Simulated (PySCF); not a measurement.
# Bonding in `CC(C)O[C@@H]1CC=CC1=O`

Species: C8H12O2.
SMILES with atom numbers: `[CH3:1][CH:2]([CH3:3])[O:4][C@@H:5]1[CH2:6][CH:7]=[CH:8][C:9]1=[O:10]` (hydrogens: H11, H12, H13 on C1; H14 on C2; H15, H16, H17 on C3; H18 on C5; H19, H20 on C6; H21 on C7; H22 on C8)

Cartesian coordinates in Å at the GFN2-xTB level; atoms count from 1:
```xyz
22
C8H12O2 angstrom
C     -2.0825    0.8117   -1.4921
C     -1.4646   -0.1167   -0.4520
C     -2.4554   -0.4149    0.6755
O     -0.3085    0.5502    0.0562
C      0.7235   -0.2750    0.5467
C      1.7416    0.5964    1.2950
C      3.0309    0.3677    0.5831
C      2.9181   -0.4661   -0.4501
C      1.5375   -0.9374   -0.5868
O      1.0971   -1.6975   -1.4149
H     -2.3284    1.7650   -1.0316
H     -2.9854    0.3674   -1.9010
H     -1.3759    0.9867   -2.2987
H     -1.1637   -1.0533   -0.9368
H     -3.3362   -0.9073    0.2730
H     -2.7548    0.5135    1.1563
H     -2.0091   -1.0650    1.4251
H      0.3156   -1.0683    1.1919
H      1.8188    0.3430    2.3534
H      1.4363    1.6423    1.2232
H      3.9370    0.8536    0.9062
H      3.6979   -0.7766   -1.1225
```

Bond orders from the PBE0/pcSseg-1 density (PySCF). The structure is a single GFN2-xTB conformer in the gas phase; no vibrational or solvent corrections.

(1) Where do the orders between heavy atoms depart from those drawn in the SMILES?

(2) Set the Mayer orders of the bonds beside their lengths.

## Answers

(1) The largest departure is 0.257, at C7–C8 (drawn double, 1.743). Drawn single, order below 0.88: C2–O4 (0.844).

(2) 
```
  bond  drawn as  length (Å)  Mayer order
 C1–C2    single       1.525        1.053
 C2–C3    single       1.530        1.041
 C2–O4    single       1.428        0.844
 O4–C5    single       1.409        0.916
 C5–C6    single       1.535        1.000
 C6–C7    single       1.490        1.042
 C7–C8    double       1.332        1.743
 C8–C9    single       1.465        1.040
C9–O10    double       1.207        1.952
 C9–C5    single       1.545        0.930
C1–H11    single       1.087        0.960
C1–H12    single       1.086        0.960
C1–H13    single       1.086        0.966
C2–H14    single       1.097        0.920
C3–H15    single       1.086        0.960
C3–H16    single       1.088        0.959
C3–H17    single       1.088        0.960
C5–H18    single       1.101        0.904
C6–H19    single       1.091        0.931
C6–H20    single       1.092        0.925
C7–H21    single       1.078        0.973
C8–H22    single       1.075        0.977
```

Bonds between the same two heavy elements. C–C: lowest C9–C5 (0.930, 1.545 Å), highest C7–C8 (1.743, 1.332 Å). C–O: lowest C2–O4 (0.844, 1.428 Å), highest C9–O10 (1.952, 1.207 Å).

Q: Sum the orders of all bonds at each heavy atom with more than one neighbour and set the sums beside the valence in the SMILES.

A: C1 3.939 (drawn 4), C2 3.858 (drawn 4), C3 3.920 (drawn 4), O4 1.760 (drawn 2), C5 3.750 (drawn 4), C6 3.898 (drawn 4), C7 3.758 (drawn 4), C8 3.760 (drawn 4), C9 3.922 (drawn 4). Orders between atoms that aren't bonded are not in these sums.

Mayer orders depend on the basis set.
